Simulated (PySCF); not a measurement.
**J couplings in C$_{5}$H$_{11}$As**

Molfile (atoms numbered from 1):
```
C5H11As
     RDKit          3D

 17 16  0  0  0  0  0  0  0  0999 V2000
    1.9547   -0.7792    0.4454 C   0  0  0  0  0  0  0  0  0  0  0  0
    1.0883   -0.3265   -0.4654 C   0  0  0  0  0  0  0  0  0  0  0  0
   -0.3355    0.0789   -0.2440 C   0  0  0  0  0  0  0  0  0  0  0  0
   -1.2402   -0.5987   -1.2759 C   0  0  0  0  0  0  0  0  0  0  0  0
   -0.8344   -0.1963    1.1693 C   0  0  0  0  0  0  0  0  0  0  0  0
   -0.5115    2.0682   -0.5493 As  0  0  0  0  0  3  0  0  0  0  0  0
    1.6903   -0.8979    1.4992 H   0  0  0  0  0  0  0  0  0  0  0  0
    2.9766   -1.0428    0.1623 H   0  0  0  0  0  0  0  0  0  0  0  0
    1.4278   -0.2384   -1.5056 H   0  0  0  0  0  0  0  0  0  0  0  0
   -2.2816   -0.2508   -1.1880 H   0  0  0  0  0  0  0  0  0  0  0  0
   -1.2334   -1.6911   -1.1261 H   0  0  0  0  0  0  0  0  0  0  0  0
   -0.9023   -0.4022   -2.3057 H   0  0  0  0  0  0  0  0  0  0  0  0
   -0.2419    0.3350    1.9297 H   0  0  0  0  0  0  0  0  0  0  0  0
   -0.7750   -1.2750    1.3916 H   0  0  0  0  0  0  0  0  0  0  0  0
   -1.8843    0.1134    1.2835 H   0  0  0  0  0  0  0  0  0  0  0  0
    0.3003    2.0872   -1.8419 H   0  0  0  0  0  0  0  0  0  0  0  0
    0.7070    2.4482    0.2845 H   0  0  0  0  0  0  0  0  0  0  0  0
  1  2  2  0
  2  3  1  0
  3  4  1  0
  3  5  1  0
  3  6  1  0
  1  7  1  0
  1  8  1  0
  2  9  1  0
  4 10  1  0
  4 11  1  0
  4 12  1  0
  5 13  1  0
  5 14  1  0
  5 15  1  0
  6 16  1  0
  6 17  1  0
M  END
```

Method: B3LYP/pcJ-1 (pcSseg-1 on As) (without the spin–dipole term)//PBE0-D3(BJ)/def2-SVP, PySCF 2.14; isolated molecule, single conformer, non-relativistic. Couplings are averaged over pairs made equivalent by symmetry, fast rotation or ring inversion, so a value needn't be that of the named pair in this geometry, while other rotamers aren't included; one pair stands for each set, and the list holds those of at least 1.5 Hz over up to four bonds.

Isotopes: $^{13}$C, $^{1}$H.

| pair | bonds | J (Hz) |
| --- | --- | --- |
| C1, C2 | 1 | ? |
| C1, H7 | 1 | ? |
| C1, H8 | 1 | 169.6 |
| C2, C3 | 1 | 45.1 |
| C2, H9 | 1 | 160.7 |
| C3, C4 | 1 | 37.5 |
| C4, H10 | 1 | ? |
| C2, H7 | 2 | -1.8 |
| C3, H9 | 2 | 4.7 |
| C3, H10 | 2 | -3.0 |
| H10, H11 | 2 | -13.6 |
| H16, H17 | 2 | -11.5 |
| C1, C4 | 3 | 4.0 |
| C2, H10 | 3 | 4.8 |
| C2, H16 | 3 | 2.7 |
| C3, H7 | 3 | 6.3 |
| C3, H8 | 3 | ? |
| C4, H9 | 3 | 4.6 |
| C4, H13 | 3 | ? |
| C4, H16 | 3 | ? |
| H7, H9 | 3 | ? |
| H8, H9 | 3 | 12.0 |

Q: Estimate the withheld couplings, with signs.

A: 
- $^{1}J$(C1,C2) = 77.2 Hz (bond length 1.336 Å)
- $^{1}J$(C1,H7) = 164.1 Hz (bond length 1.093 Å, sp2 carbon)
- $^{1}J$(C4,H10) = 134.0 Hz (bond length 1.101 Å, sp3 carbon)
- $^{3}J$(C3,H8) = 11.7 Hz (dihedral angle 180°)
- $^{3}J$(C4,H13) = 5.6 Hz (mean over equivalent pairs that range from 2.0 to 11.3 Hz in this conformer)
- $^{3}J$(C4,H16) = 4.8 Hz (mean over equivalent pairs that range from 0.6 to 9.3 Hz in this conformer)
- $^{3}J$(H7,H9) = 18.6 Hz (dihedral angle 180°)

Relativistic effects of the heavier atoms present are left out.
